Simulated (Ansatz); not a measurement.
`CB([SiH3])S` + `[CH3][AlH][SH]` → `[CH3][AlH][S][SiH3]` + `CBS`  (cleavage of the Si–B bond)

Program: Ansatz. Geometries: PBE0-D4/def2-TZVP. ΔE: electronic, gas phase. CCSD(T)/CBS adds triple-zeta CCSD(T) − MP2 to the extrapolated MP2 energy (def2 sets, frozen cores). This one scheme is used for every species. DFT in def2-TZVPP. Each species was taken in one conformer, which may not be the lowest.

`CB([SiH3])S`:

Z-matrix (Å, degrees):
```
C
B 1 1.563
H 1 1.096 2 110.0
H 1 1.096 2 109.9 3 -115.4
H 1 1.093 2 114.7 3 122.4
Si 2 2.023 1 121.4 3 57.2
S 2 1.776 1 123.6 3 -122.8
H 6 1.492 2 109.9 1 -59.0
H 6 1.488 2 113.3 1 179.9
H 6 1.492 2 109.9 1 58.7
H 7 1.349 2 99.9 1 0.1
```

`[CH3][AlH][SH]`:

Cartesian coordinates in Å:
```
C -0.635 -0.113 1.206
Al -0.043 0.148 -0.627
S 2.055 -0.251 -1.103
H -1.029 0.819 1.623
H 0.167 -0.462 1.860
H -1.449 -0.844 1.251
H -0.980 0.634 -1.809
H 1.915 0.069 -2.400
```

`[CH3][AlH][S][SiH3]`:

Cartesian coordinates in Å:
```
C -0.422 -1.567 0.522
Al -1.510 0.045 0.586
S -0.742 1.959 -0.154
Si 1.211 1.374 -0.784
H -0.920 -2.402 1.021
H -0.224 -1.865 -0.512
H 0.551 -1.419 0.999
H -2.988 0.112 1.146
H 1.157 0.296 -1.806
H 1.854 2.572 -1.376
H 2.033 0.896 0.358
```

`CBS`:

Z-matrix (Å, degrees):
```
C
B 1 1.558
H 1 1.096 2 109.5
H 1 1.096 2 109.6 3 115.0
H 1 1.092 2 115.2 3 -122.5
S 2 1.782 1 119.7 3 122.5
H 2 1.195 1 121.8 3 -57.5
H 6 1.343 2 98.9 1 -180.0
```

CCSD(T)/CBS gives -75.6 kJ/mol.

(1) Another level gave -73.2 kJ/mol. Which?
A. ωB97M-V/def2-TZVPP
B. HF/def2-TZVPP
C. PBE-D4/def2-TZVPP
D. r2SCAN/def2-TZVPP

Largest T1 diagnostic among the species: 0.014.

## Answers

(1) D. r2SCAN -73.2, HF/def2-TZVPP -84.7, PBE-D4 -64.9, ωB97M-V -77.3 kJ/mol.

In def2-TZVPP, CCSD(T) changes the Hartree–Fock value by +12.2 kJ/mol (the triples alone add +0.8 kJ/mol) and MP2 by +3.1 kJ/mol. From PBE to PBE0 (25 % exact exchange), in def2-TZVPP and without D4, ΔE moves by −5.9 kJ/mol.
